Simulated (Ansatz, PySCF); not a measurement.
Dissociation curve of Mg₂, singlet.

Levels of theory: RCCSD(T) = CCSD(T) on RHF/cc-pVTZ, frozen core in Ansatz (an electronic-structure program); UKS-B3LYP/6-31G* = unrestricted B3LYP/6-31G*, spherical d (PySCF); RKS-CAM-B3LYP = restricted CAM-B3LYP/cc-pVTZ (Ansatz).

Total energies in hartree (comparable only within one method and basis):

```
R / Å    RCCSD(T)  UKS-B3LYP/6-31G*  RKS-CAM-B3LYP
-----  ----------  ----------------  -------------
2.74   -399.27914        -400.14089     -400.13189
2.88   -399.28513        -400.14674     -400.13783
3.07   -399.29012        -400.15164     -400.14295
3.28   -399.29305        -400.15450     -400.14613
3.40   -399.29400        -400.15540     -400.14723
3.52   -399.29461        -400.15595     -400.14799
3.60   -399.29488        -400.15618     -400.14836
3.74   -399.29519        -400.15640     -400.14880
3.86   -399.29532        -400.15646     -400.14904
3.99   -399.29538        -400.15646     -400.14921
4.17   -399.29536        -400.15638     -400.14932
4.50   -399.29521        -400.15619     -400.14936
4.84   -399.29499        -400.15603     -400.14932
5.38   -399.29469        -400.15589     -400.14925
5.88   -399.29451        -400.15584     -400.14922
6.44   -399.29437        -400.15584     -400.14921
7.13   -399.29427        -400.15585     -400.14921
7.95   -399.29422        -400.15586     -400.14922
8.76   -399.29419        -400.15587     -400.14922
9.78   -399.29417        -400.15588     -400.14922
10.72  -399.29416        -400.15588     -400.14922
```
